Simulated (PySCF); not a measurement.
B(CCH)2(OH) (C4H3BO), SMILES C#CB(O)C#C. Atoms are numbered in the order given.

```xyz
9

B     -0.4248    -0.0094     0.0000
C      0.3814     1.3017     0.0000
C      1.0137     2.3564     0.0000
H      1.5782     3.2799     0.0000
C      0.2942    -1.3641     0.0000
C      0.9079    -2.4289     0.0000
H      1.4411    -3.3705     0.0000
O     -1.7929     0.0037     0.0000
H     -2.1356     0.9172     0.0000
```
Charge 0, spin multiplicity 1.

Geometry optimised at PBE-D3(BJ)/def2-SVP. Other conformers were not sampled.

Two levels are set side by side: PBE/pcSseg-1 (PySCF) and KT2/pcSseg-1 (PySCF). GIAO shifts against BF3 (¹¹B), H2O (¹⁷O), TMS (¹H), TMS (¹³C) at the same level; non-relativistic, no solvent, atoms listed together averaged. Differences are taken from unrounded values.

```
quantity                  PBE
----------------------  -----
δ(¹¹B) of B1 (ppm)       10.6
δ(¹³C) of C2, C5 (ppm)   95.3
δ(¹⁷O) of O8 (ppm)      221.5
δ(¹H) of H9 (ppm)        6.53
```

These are the PBE values. What does KT2 give? (The exact figures need the calculation; the answer reports its results.)


| quantity | KT2 | PBE minus KT2 |
|---|---|---|
| δ(¹¹B) of B1 (ppm) | 8.9 | 1.7 |
| δ(¹³C) of C2, C5 (ppm) | 87.4 | 7.9 |
| δ(¹⁷O) of O8 (ppm) | 208.2 | 13.3 |
| δ(¹H) of H9 (ppm) | 6.31 | 0.22 |

Rough cost on one machine, each run with all the roots and properties that it gave: KT2 against PBE within a factor of 2.
